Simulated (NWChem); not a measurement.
System: C2H2ClF; SMILES F/C=C\Cl

Excerpt of the output:

```
             Northwest Computational Chemistry Package (NWChem) 7.3.0
             --------------------------------------------------------

                             Geometry "geometry" -> ""
                             -------------------------

 Output coordinates in angstroms (scale by  1.889725989 to convert to a.u.)

  No.       Tag          Charge          X              Y              Z
 ---- ---------------- ---------- -------------- -------------- --------------
    1 F                    9.0000     0.73070000     1.64178500     0.00000000
    2 C                    6.0000    -0.53256000     1.20450200     0.00000000
    3 C                    6.0000    -0.86227700    -0.08285400     0.00000000
    4 Cl                  17.0000     0.30799200    -1.36497800     0.00000000
    5 H                    1.0000    -1.26910000     2.00208100     0.00000000
    6 H                    1.0000    -1.89791200    -0.39718800     0.00000000

 Effective nuclear repulsion energy (a.u.)     144.6116706892

                              NWChem Property Module
                              ----------------------

  itol2e modified to match energy
  convergence criterion.

                                 NWChem DFT Module
                                 -----------------

 Summary of "ao basis" -> "ao basis" (spherical)
 ------------------------------------------------------------------------------
       Tag                 Description            Shells   Functions and Types
 ---------------- ------------------------------  ------  ---------------------
 F                          pcsseg-1                 7       17   3s3p1d
 C                          pcsseg-1                 7       17   3s3p1d
 Cl                         pcsseg-1                10       24   4s5p1d
 H                          pcsseg-1                 3        5   2s1p

  itol2e modified to match energy
  convergence criterion.

[...]

          -----------------------------------------
          Chemical Shielding Tensors (GIAO, in ppm)
          -----------------------------------------

                                NWChem CPHF Module
                                ------------------

  scftype          =     RHF
  nclosed          =       20
  nopen            =        0
  variables        =     1300
  # of vectors     =        3
  tolerance        = 0.10D-03
  level shift      = 0.00D+00
  max iterations   =       50
  max subspace     =       30

 SCF residual:    1.5518197395323491E-004

Iterative solution of linear equations
  No. of variables     1300
  No. of equations        3
  Maximum subspace       30
        Iterations       50
       Convergence  1.0D-04

   iter   nsub   residual    time
   ----  ------  --------  ---------
     1      3    8.97D-01      12.7
     2      6    1.11D-01      14.3
     3      9    1.07D-02      16.0
     4     12    1.06D-03      17.6
     5     15    1.17D-04      19.2
     6     18    1.51D-05      20.8

      Atom:    1  F
        Diamagnetic
    488.3005      9.7046      0.0000
      9.7046    469.2492     -0.0000
      0.0000     -0.0000    465.1850

        Paramagnetic
   -208.2205     11.4907     -0.0000
     11.4907   -242.4539      0.0000
     -0.0000      0.0000    -31.2687

        Total Shielding Tensor
    280.0800     21.1953     -0.0000
     21.1953    226.7953      0.0000
     -0.0000      0.0000    433.9164

           isotropic =     313.5972
          anisotropy =     180.4787

          Principal Components and Axis System
                 1           2           3
              433.9164    287.4825    219.3928

      1        -0.0000      0.9441     -0.3297
      2         0.0000      0.3297      0.9441
      3         1.0000      0.0000     -0.0000

      Atom:    2  C
        Diamagnetic
    257.4254      4.8484     -0.0000
      4.8484    261.1892      0.0000
     -0.0000      0.0000    230.1125

        Paramagnetic
   -324.1977     40.2397     -0.0000
     40.2397   -207.6191     -0.0000
     -0.0000     -0.0000   -143.4943

        Total Shielding Tensor
    -66.7723     45.0881     -0.0000
     45.0881     53.5701     -0.0000
     -0.0000     -0.0000     86.6182

           isotropic =      24.4720
          anisotropy =      93.2194

          Principal Components and Axis System
                 1           2           3
               86.6182    -81.7909     68.5887

      1        -0.0000      0.9488      0.3160
      2        -0.0000     -0.3160      0.9488
      3         1.0000      0.0000      0.0000

      Atom:    3  C
        Diamagnetic
    258.7837     -6.8153     -0.0000
     -6.8153    270.4857      0.0000
     -0.0000      0.0000    238.4133

        Paramagnetic
   -283.6884     15.4131     -0.0000
     15.4131   -175.7358     -0.0000
     -0.0000     -0.0000   -108.3903

        Total Shielding Tensor
    -24.9047      8.5979     -0.0000
      8.5979     94.7499     -0.0000
     -0.0000     -0.0000    130.0231

           isotropic =      66.6228
          anisotropy =      95.1004

          Principal Components and Axis System
                 1           2           3
              130.0231     95.3646    -25.5193

      1        -0.0000      0.0713      0.9975
      2        -0.0000      0.9975     -0.0713
      3         1.0000      0.0000      0.0000

      Atom:    4  Cl
        Diamagnetic
   1146.3349     -6.3648      0.0000
     -6.3648   1150.1078     -0.0000
      0.0000     -0.0000   1141.5160

[...]
```

Level: BHandHLYP/pcSseg-1, GIAO. Geometry: optimised at B3LYP/6-31G* (spherical d). The printed shielding anisotropy is the first printed principal value minus the mean of the other two.

Reconstruct the input file.

One answer among several that fit: the input that was run:
```
start job
memory heap 200 mb stack 900 mb global 1100 mb
geometry units angstroms noautosym nocenter noautoz
  F      0.730700     1.641785     0.000000
  C     -0.532560     1.204502     0.000000
  C     -0.862277    -0.082854     0.000000
  Cl     0.307992    -1.364978     0.000000
  H     -1.269100     2.002081     0.000000
  H     -1.897912    -0.397188     0.000000
end
basis spherical
  * library pcsseg-1
end
dft
  xc bhlyp
  iterations 150
end
property
  shielding
end
task dft property
```
